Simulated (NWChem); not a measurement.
All runs are NWChem calculations. System: C₃H₇O₂, charge 1, spin multiplicity 1, at the geometry of a parent with another charge or spin, in a state set for the comparison that need not be this species' ground state. Level: BP86/def2-TZVP.

Input file:

```
start mol
memory heap 200 mb stack 900 mb global 1100 mb
charge 1
geometry units angstroms nocenter noautoz noautosym
  C     -0.758003     1.430947    -0.381235
  C     -0.707648     0.065349     0.193147
  O     -0.820296    -0.861785    -0.875900
  C      0.590654    -0.218986     0.951551
  O      1.681961    -0.198939     0.086803
  H     -1.268525     1.592509    -1.332249
  H     -0.387788     2.285104     0.188091
  H     -1.556916    -0.066180     0.904906
  H     -1.026219    -1.725130    -0.500616
  H      0.747399     0.536222     1.739849
  H      0.485195    -1.200409     1.466458
  H      1.363509    -0.600184    -0.734445
end
basis spherical
  * library def2-tzvp
end
dft
  xc becke88 perdew86
  semidirect memsize 60000000 filesize 0
  iterations 100
end
task dft energy
```

Output (cleaned and shortened):

```
             Northwest Computational Chemistry Package (NWChem) 7.3.0
             --------------------------------------------------------

                                NWChem Input Module
                                -------------------

 Scaling coordinates for geometry "geometry" by  1.889725989
 (inverse scale =  0.529177249)

                             Geometry "geometry" -> ""
                             -------------------------

 Output coordinates in angstroms (scale by  1.889725989 to convert to a.u.)

  No.       Tag          Charge          X              Y              Z
 ---- ---------------- ---------- -------------- -------------- --------------
    1 C                    6.0000    -0.75800300     1.43094700    -0.38123500
    2 C                    6.0000    -0.70764800     0.06534900     0.19314700
    3 O                    8.0000    -0.82029600    -0.86178500    -0.87590000
    4 C                    6.0000     0.59065400    -0.21898600     0.95155100
    5 O                    8.0000     1.68196100    -0.19893900     0.08680300
    6 H                    1.0000    -1.26852500     1.59250900    -1.33224900
    7 H                    1.0000    -0.38778800     2.28510400     0.18809100
    8 H                    1.0000    -1.55691600    -0.06618000     0.90490600
    9 H                    1.0000    -1.02621900    -1.72513000    -0.50061600
   10 H                    1.0000     0.74739900     0.53622200     1.73984900
   11 H                    1.0000     0.48519500    -1.20040900     1.46645800
   12 H                    1.0000     1.36350900    -0.60018400    -0.73444500

 Effective nuclear repulsion energy (a.u.)     188.5641834958

            Nuclear Dipole moment (a.u.)
            ----------------------------
        X                 Y               Z
 ---------------- ---------------- ----------------
    -0.0000132281     0.0000000000    -0.0000075589


 Summary of "ao basis" -> "" (spherical)
 ------------------------------------------------------------------------------
       Tag                 Description            Shells   Functions and Types
[...]
 Vector   20  Occ=2.000000D+00  E=-4.332592D-01
              MO Center=  1.2D+00, -2.8D-01,  2.7D-01, r^2= 1.7D+00
   Bfn.  Coefficient  Atom+Function         Bfn.  Coefficient  Atom+Function
  ----- ------------  ---------------      ----- ------------  ---------------
   131      0.390432   5 O  py              134      0.319497   5 O  py
   137      0.251077   5 O  py              187      0.168032  11 H  s
     5      0.158462   1 C  s               132     -0.130959   5 O  pz
   130     -0.119146   5 O  px              100     -0.115068   4 C  py
   135     -0.109767   5 O  pz              133     -0.099941   5 O  px

 Vector   21  Occ=0.000000D+00  E=-4.298724D-01
              MO Center= -6.4D-01,  1.1D+00, -2.3D-01, r^2= 2.1D+00
   Bfn.  Coefficient  Atom+Function         Bfn.  Coefficient  Atom+Function
  ----- ------------  ---------------      ----- ------------  ---------------
     6      0.368716   1 C  px                9      0.351705   1 C  px
    12      0.213339   1 C  px                8     -0.189875   1 C  pz
    11     -0.183651   1 C  pz              169      0.158161   8 H  s
   170      0.121514   8 H  s                14     -0.116247   1 C  pz
    99      0.100826   4 C  px               37     -0.092906   2 C  px

 Vector   22  Occ=0.000000D+00  E=-1.842653D-01
              MO Center= -7.4D-01, -7.3D-01,  7.9D-02, r^2= 5.2D+00
   Bfn.  Coefficient  Atom+Function         Bfn.  Coefficient  Atom+Function
  ----- ------------  ---------------      ----- ------------  ---------------
    36      1.334238   2 C  s               170     -0.762993   8 H  s
   176     -0.753454   9 H  s                67      0.538416   3 O  s
   164     -0.518756   7 H  s               188     -0.476655  11 H  s
   182     -0.395404  10 H  s                44      0.386598   2 C  py
    13      0.353548   1 C  py              107      0.351233   4 C  pz

 Vector   23  Occ=0.000000D+00  E=-1.509159D-01
              MO Center= -8.2D-01,  3.7D-01,  3.1D-01, r^2= 5.2D+00
   Bfn.  Coefficient  Atom+Function         Bfn.  Coefficient  Atom+Function
  ----- ------------  ---------------      ----- ------------  ---------------
   170      1.129874   8 H  s                98     -1.038403   4 C  s
   158      1.026335   6 H  s                36     -1.015024   2 C  s
    43      0.621582   2 C  px               67      0.534113   3 O  s
   188      0.528388  11 H  s               182      0.495657  10 H  s
     5     -0.485373   1 C  s               129      0.418253   5 O  s

 center of mass
 --------------
 x =   0.04094708 y =  -0.02039946 z =  -0.04317177

 moments of inertia (a.u.)
 ------------------
         302.477816808249          39.992981318126         -86.357804846661
          39.992981318126         411.003874175389          -5.709483448174
         -86.357804846661          -5.709483448174         470.122298452234

     Multipole analysis of the density
     ---------------------------------

     L   x y z        total         alpha         beta         nuclear
     -   - - -        -----         -----         ----         -------
     0   0 0 0      1.000000    -20.000000    -20.000000     41.000000

     1   1 0 0     -1.522083     -0.761035     -0.761035     -0.000013
     1   0 1 0      0.770158      0.385079      0.385079      0.000000
     1   0 0 1      0.292002      0.146005      0.146005     -0.000008

     2   2 0 0    -19.638812    -89.186470    -89.186470    158.734128
     2   1 1 0     -1.598151     11.013845     11.013845    -23.625841
     2   1 0 1     -0.574700    -23.382080    -23.382080     46.189459
     2   0 2 0    -11.668862    -62.407203    -62.407203    113.145545
     2   0 1 1     -1.150242     -0.893287     -0.893287      0.636332
     2   0 0 2    -18.252302    -47.199367    -47.199367     76.146432

 Task  times  cpu:      656.0s     wall:      656.0s

 Total times  cpu:      656.0s     wall:      656.0s
```
